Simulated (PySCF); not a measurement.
Isomers of C6H5NS.

All values: PBE0/pcSseg-1 (PySCF) at GFN2-xTB geometries, gas phase, one conformer each.

Question: Rank by the highest Hirshfeld charge on any atom, lowest value first.
A. `c1[nH]c2c(scc2)c1`
B. `CCC#CC(=S)C#N`
C. `C#CC1=C(C)SN=C1`
D. `c1(N)ccc(C#C)s1`

Answer: B (+0.076 e), D (+0.140 e), A (+0.157 e), C (+0.172 e).

Question: Rank by the highest IAO charge on any atom, lowest value first.
A. `C#CC1=CC=C(N)S1`
B. `c1c(c(sn1)C)C#C`
C. `C(C#CCC)(=S)C#N`

Answer: C (+0.179 e), A (+0.287 e), B (+0.499 e).

Question: Rank by HOMO energy, highest first.
A. `c1cc2sccc2[nH]1`
B. `N#CC(C#CCC)=S`
C. `C#Cc1ccc(N)s1`
D. `C#CC1=C(C)SN=C1`

Answer: C (-5.65 eV), A (-5.82 eV), D (-7.09 eV), B (-7.28 eV).

All values together:

```
         SMILES  μ (D)  HOMO (eV)  LUMO (eV)  lowest IAO charge (e)  highest IAO charge (e)  lowest Hirshfeld charge (e)  highest Hirshfeld charge (e)
    C#Cc1cnsc1C   2.61      -7.09      -1.22             -0.450 (N)              +0.499 (S)                   -0.199 (N)                    +0.172 (S)
  CCC#CC(=S)C#N   5.42      -7.28      -3.83             -0.411 (C)              +0.179 (H)                   -0.180 (N)                    +0.076 (C)
c1cc2sccc2[nH]1   2.66      -5.82      -0.12             -0.315 (C)              +0.301 (S)                   -0.105 (C)                    +0.157 (H)
  C#Cc1ccc(N)s1   2.87      -5.65      -0.71             -0.499 (N)              +0.287 (S)                   -0.193 (N)                    +0.140 (H)
```
